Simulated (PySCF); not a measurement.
# Silicon: a sound run and one with changed settings

Sound run: Si⁺ [Ne] 3s2 3p1, Si²⁺ [Ne] 3s2. Calculation: PySCF 2.14, in cc-pVDZ-DK (4s3p1d, 18 functions); scalar relativity by spin-free X2C-1e. In the sound run the correlated levels freeze [Ne]. The sound run starts from symmetry-adapted Hartree-Fock orbitals and uses a fine grid where one is needed.

Changed run: a valence shell is frozen. This setting is unsound on purpose.

Ionisation energy of Si⁺:

```
 method  sound run (eV)  changed run (eV)
    UHF          15.802            15.802
    MP2          15.969            15.802
SCS-MP2          15.950            15.802
   CCSD          16.065            15.802
CCSD(T)          16.082            15.802
  CCSDT             n/a            15.802
    FCI             n/a            15.802
```

Freezing a valence shell removes pair correlation that changes on ionisation.

For comparison, NIST gives 16.346 eV between the lowest levels.
